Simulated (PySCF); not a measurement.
Compound: C7H8N2S.
Cartesian coordinates in Å at the PBE0-D3(BJ)/def2-SVP level; atoms count from 1:
```xyz
18
C7H8N2S angstrom
C      2.333    1.793    2.235
C      1.880    0.725    1.895
C      1.313   -0.564    1.506
N      0.530   -0.512    0.294
N      1.020   -1.011   -0.844
C      0.073   -0.810   -1.745
C     -1.049   -0.154   -1.193
C     -0.711    0.027    0.140
S     -1.537    0.768    1.491
C     -3.241    0.639    0.917
H      2.735    2.746    2.526
H      2.110   -1.298    1.319
H      0.678   -0.948    2.323
H      0.220   -1.143   -2.772
H     -1.966    0.148   -1.692
H     -3.501   -0.403    0.684
H     -3.870    0.997    1.743
H     -3.414    1.277    0.039
```

Computed with PySCF, TDDFT CAM-B3LYP/def2-SVPD, vertical, gas phase, core orbitals frozen in the response.

Computed states:

```json
{"state": "S1", "E (eV)": "5.26", "f": "0.023"}
{"state": "S2", "E (eV)": "5.98", "f": "0.190"}
{"state": "S3", "E (eV)": "6.04", "f": "0.012"}
{"state": "S4", "E (eV)": "6.34", "f": "0.0002"}
{"state": "S5", "E (eV)": "6.38", "f": "0.0064"}
{"state": "S6", "E (eV)": "6.51", "f": "0.021"}
{"state": "S7", "E (eV)": "6.71", "f": "0.021"}
{"state": "S8", "E (eV)": "6.79", "f": "0.0058"}
{"state": "S9", "E (eV)": "6.87", "f": "0.0089"}
{"state": "S10", "E (eV)": "6.91", "f": "0.072"}
```

Each state is given a Gaussian of 0.3 eV full width at half maximum, with ε(max) = 2.175×10⁸ f / Δν̃ (Δν̃ the width in cm⁻¹). The width is an assumption, not a result. The curve ends short of the highest state used, and states not computed would add to its high-energy end.

Question: What does the envelope look like, and where are its maxima?

Answer: 
(E (eV), ε (L mol⁻¹ cm⁻¹)): (4.81, 5), (4.84, 10), (4.88, 27), (4.91, 53), (4.95, 119), (4.98, 203), (5.01, 328), (5.05, 572), (5.08, 814), (5.12, 1193), (5.15, 1491), (5.19, 1840), (5.22, 2019), (5.26, 2098), (5.29, 2023), (5.33, 1768), (5.36, 1498), (5.40, 1103), (5.43, 822), (5.47, 513), (5.50, 345), (5.54, 213), (5.57, 188), (5.61, 279), (5.64, 479), (5.68, 1024), (5.71, 1740), (5.75, 3255), (5.78, 4888), (5.82, 7716), (5.85, 10189), (5.89, 13551), (5.92, 15738), (5.96, 17639), (5.99, 18023), (6.03, 17036), (6.06, 15330), (6.10, 12256), (6.13, 9758), (6.17, 6698), (6.20, 4844), (6.24, 3102), (6.27, 2320), (6.31, 1841)

Maxima: 236 nm (5.26 eV), ε about 2100, made up of S1 (100%); 207 nm (5.99 eV), ε about 18000, made up of S2 (95%) (ε in L mol⁻¹ cm⁻¹; maxima over ε = 5, shares over 10%).

Question: What would ε be at 5.99 eV, the highest of these maxima, with half the width (0.15 eV)?

Answer: About 35500 L mol⁻¹ cm⁻¹ against 18000, a factor of about 1.97; a lone state at its own centre would give exactly 2.

Question: Coming from long wavelengths, where does ε first pass 100 L mol⁻¹ cm⁻¹?

Answer: At about 251 nm (4.94 eV), 0.31 eV below S1.

Question: On this curve, what absorbance would a 10⁻⁵ mol/L sample give at 222 nm over a 1 cm path?

Answer: 222 nm is 5.585 eV, where ε is about 200 L mol⁻¹ cm⁻¹, so A = ε c l ≈ 0.002 (Beer–Lambert, with the gas-phase spectrum and the assumed width).

The vertical ionisation energy (ΔSCF) is 8.17 eV, 1.27 eV above S10.

Hardware: Arm Neoverse V2, one thread, no GPU, on a shared host. Cost: 4.7 min, 1.4 GiB resident at most.

One conformer stands for the species.
